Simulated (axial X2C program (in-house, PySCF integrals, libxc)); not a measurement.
**PBr: from the spin-free to the two-component result**

Computed with an in-house all-electron X2C program for linear molecules (integrals from PySCF). Spin-free means the one-electron spin-free X2C Hamiltonian; two-component (2c) means X2C with spin–orbit coupling and atomic mean-field two-electron Coulomb and Gaunt terms, so the difference of the two also holds small scalar two-electron terms. Basis: Br dyall-cv3z [8s9p6d4f1g], P dyall-v3z [8s7p2d1f] (cores contracted in-house); Gaussian nuclei, density fitting, unrestricted open shells. Masses: Br 78.918 u, P 30.974 u.

Spin-free state: M_S = 1, Λ = 0 (beyond evenly filled blocks: π+α, π-α); fragments Br + P.

| level | Re (Å) | ωe (cm⁻¹) | De (eV) | μ (D) |
| --- | --- | --- | --- | --- |
| PBE0 | 2.177 | 440.5 | 3.004 | 0.30 |
| HF | 2.200 | 432.9 | 1.440 | 0.93 |
| CCSD | 2.194 | 429.4 | 2.440 | n/a |
| r2SCAN0 | 2.171 | 445.6 | 2.911 | 0.36 |

Correlated methods: 12 electrons correlated (number of frozen shells: Br 3 s, 2 p, 1 d; P 2 s, 1 p), 182 virtual spin orbitals or spinors in MP2, 90 natural virtuals in coupled cluster.

Dipoles are positive if P is the positive end.

Two-component determinant lowest at the distance of the search:

Ω = 1 (⟨Sz⟩ = 1.00, ⟨Lz⟩ = 0.00 at HF); fragments Br + P.

```json
{"level": "PBE0", "Re (Å)": "2.178", "ωe (cm⁻¹)": "439.5", "De (eV)": "2.904", "μ (D)": "0.29"}
{"level": "HF", "Re (Å)": "2.201", "ωe (cm⁻¹)": "432.0", "De (eV)": "1.280", "μ (D)": "0.92"}
{"level": "CCSD", "Re (Å)": "2.195", "ωe (cm⁻¹)": "428.5", "De (eV)": "2.298", "μ (D)": "n/a"}
{"level": "r2SCAN0", "Re (Å)": "2.172", "ωe (cm⁻¹)": "444.7", "De (eV)": "n/a", "μ (D)": "0.35"}
```

(1) From the two tables, how do the constants change at the CCSD level (2c against spin-free)?

Occupations by symmetry block were frozen at the best pattern of an incomplete PBE0 search. Dissociation energies refer to the lowest single-determinant-based atoms at the same level and basis. De is not given where an atomic determinant may have missed its ground term or J level, or where the truncated virtual space spoils (T). Density functionals use the spin component along the axis (collinear). CCSD ran in a truncated set of natural virtual spinors with an MP2 remainder; without triples it tends to underbind. PBE0 can misorder states that lie within some tenths of an eV, so this need not be the ground state of the molecule. The nearest other spin-free determinant of the search, M_S = 0, Λ = 2, lies 0.92 eV up at the distance of the search. The functionals have no current-density term, which raises determinants with orbital currents, atoms included. With several unpaired electrons one determinant need not be a pure state. Open-shell Ω = 0 determinants with evenly filled partner blocks cannot be reached by this program, so the Ω shown need not be the lowest component. This is the Ω = 1 component of a π² triplet; the 0⁺ component is not one determinant and can lie lowest. The stretched end of a curve changes character and is left out.

Results:

(1) At the CCSD level Re rises by 0.001 Å and ωe goes down by 0.9 cm⁻¹; De changes by -0.142 eV.
